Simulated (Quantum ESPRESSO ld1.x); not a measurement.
Se28+, configuration [He] 2s2 2p2.

Calculated with ld1.x of Quantum ESPRESSO 7.5: scalar-relativistic Kohn-Sham, LDA (Slater exchange, Perdew-Zunger correlation), spin-polarised, spherical densities, point nucleus; open shells are filled with parallel spins first.

Energy parts (eV):
| part | energy |
|---|---|
| total | -44831.00 |
| kinetic | 46042.59 |
| electron-nucleus | -93857.91 |
| Hartree | 3903.33 |
| exchange-correlation | -919.00 |

Orbitals (lengths in bohr, moments of r in powers of bohr):
orbital  occ.  eigenvalue (eV)  <1/r>
1s up       1         -14379.9  34.59
1s down     1         -14362.1  34.62
2s up       1         -3195.06  8.163
2s down     1         -3167.36  8.120
2p up       2         -3062.48  7.977
2p down     0         -3028.73  7.946
3s up       0         -1331.10  3.458
3s down     0         -1324.34  3.441
3p up       0         -1289.58  3.394
3p down     0         -1281.69  3.378

The highest occupied level is 2p up at -3062.5 eV. The density falls to 0.001 e/bohr^3 at r = 0.62 bohr. Spin moment in Bohr magnetons: 2. For comparison, the ionisation energy in NIST's Atomic Spectra Database is 3146 eV (semi-empirical). In exact Kohn-Sham theory the highest level is minus the ionisation energy, but local and semilocal functionals leave it too shallow, through self-interaction and a potential that decays too fast; potentials with the right tail come closer. Summed over all electrons, <r^2> = 0.1455 bohr^2, which gives a Langevin (diamagnetic) susceptibility term of -0.115 x 10^-6 cm^3/mol.
